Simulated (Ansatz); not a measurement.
Start from `C=[C]([GeH3])C=O` and change one atom or group to get `C=[C]([GeH3])[TeH]`.

Ansatz, PBE0-D4/def2-TZVP geometries, multiplicity 1. Each molecule was computed in one conformer, which needn't be the lowest.

Elements past krypton have def2 core potentials. Scalar relativity is left out up to krypton. Spin–orbit coupling is left out; it splits and shifts lone-pair levels of the heavy atoms by tenths of an eV.

```tsv
property	`C=[C]([GeH3])C=O`
LUMO energy (B3LYP/def2-TZVPP) / eV	-2.21
HOMO–LUMO gap (B3LYP/def2-TZVPP) / eV	5.21
size of the dipole moment (ωB97M-V/def2-TZVPP) / D	3.04
HOMO–LUMO gap (PBE0/def2-TZVPP) / eV	5.66
HOMO energy (ωB97M-V/def2-TZVPP) / eV	-10.04
LUMO energy (PBE0/def2-TZVPP) / eV	-1.99
```

Problem. What does the change do to each property? (Best estimate.)

Solution. The calculation gave: 
```tsv
property	`C=[C]([GeH3])[TeH]`	shift
LUMO energy (B3LYP/def2-TZVPP) / eV	-1.10	1.11
HOMO–LUMO gap (B3LYP/def2-TZVPP) / eV	4.87	-0.34
size of the dipole moment (ωB97M-V/def2-TZVPP) / D	0.58	-2.46
HOMO–LUMO gap (PBE0/def2-TZVPP) / eV	5.30	-0.36
HOMO energy (ωB97M-V/def2-TZVPP) / eV	-8.24	1.80
LUMO energy (PBE0/def2-TZVPP) / eV	-0.89	1.10
```

With PBE0 the HOMO rises by 1.47 eV and the LUMO rises by 1.10 eV, so the gap narrows by about 0.37 eV. PBE moves the HOMO by 0.85 eV and ωB97M-V by 1.80 eV. Dipoles are sizes alone; their direction can turn.

B3LYP here is the variant with VWN-RPA as its local correlation; programs differ in this.
